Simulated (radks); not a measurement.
Dipole-allowed excitations along the series with 18 electrons in [Ar]. All-electron calculation, scalar-relativistic Kohn-Sham, LB94 model potential, spin-unpolarised, spherical densities, finite nucleus; Fermi nuclear charge, rms radius of each element as measured or else 0.836 A^(1/3) + 0.57 fm. Program: a radial shooting solver on a logarithmic mesh with Libxc functionals. Time-dependent linear response with the Hartree and adiabatic LDA kernel, continuum included through the Sternheimer equations, no spin-orbit coupling, so fine structure and intercombination lines are absent. Lines are the poles of the dipole polarisability below minus the highest occupied eigenvalue, found on a grid refined at the orbital gaps; the lowest seven at most are given, and weak or close lines can be missed. The first line takes the name of the lowest orbital gap if no other gap lies below it; otherwise a line is named after a gap within 0.6 % of it, if that gap stands alone.

species  -e(HOMO) (eV)  lowest orbital gap (eV)  first line (eV)      f  strongest line (eV)  its f  static alpha (bohr^3)
K+              31.329             3p-4s 19.701   19.805 (3p-4s)  0.443  24.536 (unassigned)   1.94                  5.741
Ca2+            50.372             3p-3d 26.753   29.354 (3p-4s)  0.567  33.741 (unassigned)   3.59                  3.392
Sc3+            72.729             3p-3d 31.699   40.152 (3p-4s)   1.61  41.601 (unassigned)   3.01                  2.204
V5+             127.11             3p-3d 40.929   54.239 (3p-3d)   3.80            the first   3.80                  1.105

Estimate the first line of Ti4+, its oscillator strength and the static polarisability.

Answer. 48.058 eV (3p-3d), f = 4.28, alpha = 1.525 bohr^3.
